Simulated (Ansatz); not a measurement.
InN₂H₉⁻, that is In(NH3)2H3 with one electron more. The state is a doublet with charge -1. Geometry r2SCAN-D4/def2-SVP, that of the neutral singlet; atoms count from 1.

| atom | x (Å) | y (Å) | z (Å) |
| --- | --- | --- | --- |
| In1 | 0.000 | -0.001 | 0.000 |
| N2 | 2.500 | -0.444 | 0.175 |
| H3 | 3.046 | 0.393 | -0.033 |
| H4 | 2.800 | -1.170 | -0.476 |
| H5 | 2.764 | -0.750 | 1.112 |
| N6 | -2.500 | 0.444 | -0.175 |
| H7 | -2.694 | 1.424 | -0.380 |
| H8 | -2.985 | 0.216 | 0.693 |
| H9 | -2.930 | -0.110 | -0.916 |
| H10 | -0.323 | -1.688 | 0.335 |
| H11 | 0.211 | 0.539 | -1.652 |
| H12 | 0.112 | 1.147 | 1.317 |

In the def2 sets In takes a core potential; there is no spin–orbit coupling. The highest occupied level of the charge -1 doublet lies above zero (up to 1.82 eV). By energy differences it is unbound by 0.76 eV (vertical, to the charge 0 singlet, at PBE0-D4/def2-TZVPD) and held by the finite basis.

Question: Estimate the Mulliken populations from the PBE0/def2-TZVPD orbitals of Ansatz.

Answer: 
| atom | charge (e) | spin (α − β) |
| --- | --- | --- |
| In1 | -0.39 | 1.19 |
| N2 | -1.29 | 0.57 |
| H3 | 0.44 | -0.20 |
| H4 | 0.44 | -0.20 |
| H5 | 0.44 | -0.20 |
| N6 | -1.29 | 0.57 |
| H7 | 0.44 | -0.20 |
| H8 | 0.44 | -0.20 |
| H9 | 0.44 | -0.20 |
| H10 | -0.22 | -0.05 |
| H11 | -0.22 | -0.05 |
| H12 | -0.22 | -0.05 |
Mulliken values and Mayer orders depend strongly on the basis. With diffuse functions, as here, like atoms can get unlike values, and bond orders can come out too low or too high.

Question: Where does the spin sit?

Answer: Summed by element: In 1.19, N 1.15, H -1.34, of 1 unpaired in all. Largest on single atoms: In1 1.19, N6 0.57, N2 0.57.

Question: And the Mayer bond orders between bonded heavy atoms (over 0.3)?

Answer: In1–N2 1.49 (2.55 Å); In1–N6 1.49 (2.54 Å). Values over 0.3 also appear between atoms too far apart for a bond (N2–N6 0.60 at 5.09 Å); they arise where an orbital or an unpaired electron spreads over both atoms.
